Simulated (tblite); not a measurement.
Compound: C₆H₁₁NO₂.
Z-matrix (Å and degrees, GFN2-xTB geometry), rows numbered from 1:
```
C 
C   1  1.5251
C   2  1.5287  1  110.80
N   3  1.4524  2  110.20  1  -177.85
C   2  1.5404  1  110.56  3   121.69
C   5  1.5059  2  108.95  1  -175.97
O   6  1.2083  5  124.51  2   -92.71
C   6  1.5172  5  113.52  2    83.26
O   8  1.2127  6  123.96  5    22.90
H   1  1.0873  2  110.38  3   -59.55
H   1  1.0878  2  110.64  3    60.61
H   1  1.0868  2  110.38  3  -179.54
H   2  1.0967  1  109.05  3  -119.47
H   3  1.0985  2  109.76  1   -54.12
H   3  1.0944  2  109.55  1    65.01
H   4  1.0127  3  112.28  2  -178.87
H   4  1.0140  3  113.05  2    55.20
H   5  1.0897  2  109.52  1    63.59
H   5  1.0905  2  109.27  1   -57.56
H   8  1.1051  6  112.89  5  -168.38
```

Calculated harmonic vibrations of the isolated species, GFN2-xTB (tblite), most abundant isotopes, no scaling. The method is semi-empirical: single wavenumbers can be off by several per cent or more. One conformer, not necessarily the lowest.

Harmonic wavenumbers (cm⁻¹): 79.6, 93.9, 167.7, 204.1, 220.6, 248.6, 300.5, 323.3, 348.8, 419.2, 454.8, 491.0, 511.3, 591.1, 649.2, 835.7, 848.8, 871.7, 922.2, 942.5, 967.2, 974.6, 1019.1, 1076.4, 1099.0, 1128.0, 1147.8, 1178.3, 1212.0, 1241.8, 1262.1, 1307.4, 1318.5, 1320.6, 1361.3, 1414.8, 1441.8, 1468.7, 1496.0, 1497.5, 1502.2, 1698.0, 1760.2, 2775.7, 2889.3, 2921.2, 2965.4, 2999.2, 3008.9, 3034.9, 3042.6, 3049.8, 3393.0, 3431.3.

A = 2245, B = 1371, C = 1174 MHz; mass 129.079 u (most abundant isotopes); point group C1, symmetry number 1.

**Question.** What is the zero-point energy?

**Answer.** ½Σν̃ = 36465 cm⁻¹ = 104.26 kcal/mol.

**Question.** What is S at 273.15 K and 1 bar for an ideal gas of classical rigid rotors and harmonic oscillators?

**Answer.** Translation 40.07, rotation 28.62, vibration 22.54: S = 91.2 cal/(mol K).

**Question.** And Cp and H(273.15 K) − H(0)?

**Answer.** Cp = 35.40 cal/(mol K), of which vibrations give 27.45 (their classical limit is 54 R = 107.3); H(273.15 K) − H(0) = 5.73 kcal/mol without the zero-point energy, 3.56 from vibrations.

**Question.** Blend soft modes into free rotors: weight 1/[1 + (100 cm⁻¹/ν̃)⁴] for the oscillator and the rest for a rotor with moment μB/(μ + B), μ = h/(8π²ν), B = 10⁻⁴⁴ kg m². What vibrational entropy results?

**Answer.** 21.73 cal/(mol K) in place of 22.54, which changes −T·S at 273.15 K by +0.22 kcal/mol.

**Question.** Which modes carry the vibrational entropy at 273.15 K?

**Answer.** 79.6 cm⁻¹: 3.73; 93.9 cm⁻¹: 3.41; 167.7 cm⁻¹: 2.30; 204.1 cm⁻¹: 1.94; 220.6 cm⁻¹: 1.80; 248.6 cm⁻¹: 1.59 cal/(mol K); the other 48 give 7.79 together.

**Question.** How do the functions run with temperature in this model?

**Answer.** 
```tsv
T (K)	S (cal/(mol K))	Cp (cal/(mol K))	H − H(0) (kcal/mol)	G − H(0) (kcal/mol)	ln q(vib)
150	74.2	22.7	2.16	-8.98	1.94
250	88.2	33.0	4.94	-17.11	4.23
298.15	94.4	38.0	6.65	-21.51	5.39
400	107.1	48.6	11.07	-31.78	7.89
600	130.2	65.4	22.56	-55.55	12.88
900	160.0	81.6	44.82	-99.22	20.14
```

q(vib) and H(0) count from the zero-point level.

**Question.** What must be added to the electronic energy to get the Gibbs energy at 273.15 K and 1 bar?

**Answer.** ZPE + [H(273.15 K) − H(0)] − T·S = 104.26 + 5.73 − 24.92 = 85.07 kcal/mol.

Hindered rotation and anharmonicity are outside this model. Other conformers, if any are populated, would add a mixing term that is left out. The structure is chiral; the term R ln 2 for an equal mix with its mirror image is left out.
